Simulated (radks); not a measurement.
Minus the highest occupied eigenvalue as an estimate of the ionisation energy, Se20+ to Se33+. The LB94 potential has the -1/r tail that LDA and GGA lack but no energy functional. Method: Dirac Kohn-Sham, LB94 model potential, spin-unpolarised, spherical densities, finite nucleus; open shells fill j = l - 1/2 first; Fermi nuclear charge, rms radius 4.14 fm; computed with a radial shooting solver on a logarithmic mesh with Libxc functionals.

species	configuration	HOMO	-e(HOMO) (eV)	<r> (bohr)	IE, NIST (eV)	kind
Se20+	[Ne] 3s2 3p2	3p1/2	842.92	0.474	846	semi-emp.
Se21+	[Ne] 3s2 3p1	3p1/2	892.19	0.467	887	semi-emp.
Se22+	[Ne] 3s2	3s1/2	992.00	0.478	990	semi-emp.
Se23+	[Ne] 3s1	3s1/2	1041.1	0.472	1036.4	semi-emp.
Se24+	[Ne]	2p3/2	2518.3	0.168	2541	semi-emp.
Se25+	[He] 2s2 2p5	2p3/2	2655.5	0.166	2674	semi-emp.
Se26+	[He] 2s2 2p4	2p3/2	2795.2	0.164	2820	semi-emp.
Se27+	[He] 2s2 2p3	2p3/2	2937.3	0.161	2964	semi-emp.
Se28+	[He] 2s2 2p2	2p1/2	3131.5	0.156	3146	semi-emp.
Se29+	[He] 2s2 2p1	2p1/2	3280.4	0.154	3302	semi-emp.
Se30+	[He] 2s2	2s1/2	3498.0	0.181	3507	semi-emp.
Se31+	[He] 2s1	2s1/2	3624.4	0.179	3636.5	theory
Se32+	[He]	1s1/2	15314.5	0.0437	15367.5	theory
Se33+	1s1	1s1/2	15829.1	0.0433	15968.1	theory

Reference values: NIST Atomic Spectra Database (exp. = measured, semi-emp. = semi-empirical, theory = theoretical value adopted there). Spin polarisation and multiplet splitting are left out.

Beside tabulated values, note that spin-unpolarised runs miss the spin-polarisation part of the exchange energy of open shells.
